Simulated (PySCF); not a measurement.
Sn(Cl)3(OSiH3) (Cl3H3OSiSn), SMILES [SiH3][O][Sn]([Cl])([Cl])[Cl]. Heavy atoms are numbered as in [SiH3:1][O:2][Sn:3]([Cl:4])([Cl:5])[Cl:6]. Hydrogens are named by the atom that carries them.

Geometry optimised at B3LYP-D3(BJ)/def2-SVP. The def2 effective core potentials stand for the cores of Sn; spin–orbit coupling is left out. Other conformers were not sampled.

Computed with PBE/def2-TZVP run with PySCF.

ESP charges are fitted to the potential on shells at 1.4 to 2.0 van der Waals radii. Atomic charges (e), one atom of each kind:

```csv
atom,Mulliken,Löwdin,ESP fit
Si1 (SiH3),0.28,0.12,0.25
O2,-0.49,-0.17,-0.17
Sn3,1.11,-0.13,0.17
Cl4,-0.28,0.09,-0.06
H on Si1,-0.03,-0.04,-0.04
```
